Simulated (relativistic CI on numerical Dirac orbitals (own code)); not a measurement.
Hyperfine structure of Tl46+, mass number 204

Calculated at this level of theory: Dirac-Coulomb-Breit CI, separate exchange-only KLI orbitals for each configuration, a model potential for QED, unscaled Slater integrals (own radial code, finite nucleus).

CI space (outside the closed core [Ar] 3d10): 4s2 4p5, 4s 4p6, 4s2 4p4 4d, 4s 4p5 4d, 4s2 4p4 4f, 4s 4p5 4f, 4p6 4d, 4s 4p4 4d2, 4s2 4p3 4d 4f, 4p6 4f, 4p5 4d 4f, 4p5 4d2, 4p4 4d3, 4p4 4d2 4f. Double excitations out of closed p, d and f shells are left out; levels of such configurations are missing from the list, as are those of other unlisted configurations, and high levels can miss mixing partners.

Nuclear spin I = 2, μ = 0.09 μN (tables of Stone and Pyykkö). The electronic factors are computed for point nuclear moments, without core polarisation or the Bohr-Weisskopf and QED corrections.

```tsv
Level	E (eV)	A (MHz)
4s2 4p5 2P°_3/2	0.000	3770
4s2 4p5 2P°_1/2	151.591	38330
4s2 4p4 4d 2D_3/2	188.599	1974
4s2 4p4 4d 4F_9/2	206.908	2077
4s2 4p4 4d 2P_1/2	209.116	2304
4s2 4p4 4d 2D_5/2	221.949	1053
4s2 4p4 4d 2D_5/2	232.239	1504
4s 4p6 2S_1/2	275.217	99620
```

Levels with J = 0, under 50 % of one LS term, or S terms without an open s electron are left out. Small factors come from cancelling terms and can be off by tens of per cent or more.

At this charge energies of transitions that change n are usually good to better than 1 %, and those within a shell (Δn = 0) to a few per cent.

Problem. Give the hyperfine levels of 4s2 4p5 2P°_1/2 relative to its centre of gravity.

Solution. With K = F(F + 1) − I(I + 1) − J(J + 1), E = AK/2: F = 3/2: -57490, F = 5/2: 38330 MHz.

LS names give the leading component of a level, which can be under half, so a name can repeat, a term be missing and a line seem to break the LS rules.
